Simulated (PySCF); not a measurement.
Potential energy of BiPb along the bond

Set-up: PySCF, scalar-relativistic core potentials, basis sets Bi def2-SVP with ECP60, Pb def2-SVP with ECP60. Energies in eV from Bi + Pb in their ground configurations at the same level. All curves are PBE0. state 1: ²Π (doublet), unpaired electrons π ↑; state 2: ²Σ⁺ (doublet), unpaired electrons σ ↑, a second solution, started from another occupation; state 3: ⁴Π (quartet), unpaired electrons π ↑↑↑, a second solution, started from another occupation; state 4: Ms = 0.5 determinant of mixed spin (⟨S²⟩ near 1.8), unpaired electrons π ↑↑↓, a mixture of terms (⟨Lz²⟩ = 3.0), a second solution, started from another occupation.

| R (Å) | state 1 | state 2 | state 3 | state 4 |
| --- | --- | --- | --- | --- |
| 2.409 | -0.825 | -0.894 | 1.243 | 1.6010 |
| 2.521 | -1.489 | -1.316 | 0.235 | 0.5879 |
| 2.633 | -1.834 | -1.467 | -0.425 | -0.0779 |
| 2.717 | -1.944 | -1.462 | -0.755 | -0.4109 |
| 2.801 | -1.965 | -1.397 | -0.976 | -0.6359 |
| 2.885 | -1.926 | -1.306 | -1.115 | -0.7774 |
| 2.997 | -1.820 | -1.166 | -1.203 | -0.8682 |
| 3.137 | -1.644 | -0.981 | -1.202 | -0.8696 |
| 3.305 | -1.404 | -0.771 | -1.096 | -0.7662 |
| 3.529 | -1.083 | -0.536 | -0.863 | -0.5332 |

Question: Put a parabola through the three lowest points of the state 1 curve and estimate Re, k and ωe (reduced mass 104.2 u; 1 eV/Å² = 0.16022 mdyn/Å; ωe = 1302.8·√(k/μ) cm⁻¹).

Answer: Through R = 2.717, 2.801, 2.885 Å the second-order coefficient is 4.25 eV/Å², so Re ≈ 2.788 Å, k ≈ 1.36 mdyn/Å and ωe ≈ 149 cm⁻¹. A polynomial fit of higher order to the unrounded PBE0 energies gives Re = 2.784 Å, k = 1.45 mdyn/Å, ωe = 154 cm⁻¹; anharmonicity and rounding make the difference.

The higher-order fit for each curve: state 1: Re = 2.784 Å, ωe = 154 cm⁻¹, De = 1.97 eV; state 2: Re = 2.667 Å, ωe = 171 cm⁻¹, minimum 1.47 eV below the ground-state fragments; state 3: Re = 3.063 Å, ωe = 116 cm⁻¹, minimum 1.22 eV below the ground-state fragments; state 4: Re = 3.066 Å, ωe = 116 cm⁻¹, minimum 0.88 eV below the ground-state fragments.

⟨S²⟩ of the unrestricted solution departs from its pure value on part of the curve, where spin states mix. These are scalar-relativistic numbers at best; spin–orbit coupling would shift them, the dissociation energy most. The state was picked by a PBE0 search and need not be the measured ground state.
